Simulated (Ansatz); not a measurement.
Compare A (`[CH3][SnH2][SiH2]O`) with its isomer B (`CO[SiH2][SnH3]`).

Program: Ansatz. Geometries: PBE0-D4/def2-TZVP. ΔE: electronic, gas phase. CBS: MP2 limit from def2 TZ/QZ plus the TZ coupled-cluster correction, frozen cores. DFT in def2-TZVPP. B3LYP here is the variant with VWN-RPA as its local correlation; programs differ in this. def2 core potentials past Kr. For Sn outer-core shells are correlated without core-valence functions, which leaves a few kJ/mol of doubt a bond. One conformer a species, not always the lowest.

Task: Which isomer does CCSD(T)/CBS put lower? Give the gap. (An estimate is asked.)

Result: Computed: A, by 19.5 kcal/mol.

Task: Give E(B) − E(A) in kcal/mol with B2PLYP, B3LYP-D4, PBE-D4, CCSD/def2-TZVPP, PBE0-D4, MP2/def2-TZVPP, r2SCAN-D4. (An estimate is asked.)

Result: Computed: B2PLYP 17.7, B3LYP-D4 16.2, PBE-D4 17.2, CCSD/def2-TZVPP 17.7, PBE0-D4 17.3, MP2/def2-TZVPP 20.3, r2SCAN-D4 17.5. None reverses the order clearly.

Largest T1 diagnostic: 0.013.

In def2-TZVPP, CCSD(T) changes the Hartree–Fock value by +3.6 kcal/mol (the triples alone add +0.4 kcal/mol) and MP2 by +5.8 kcal/mol.
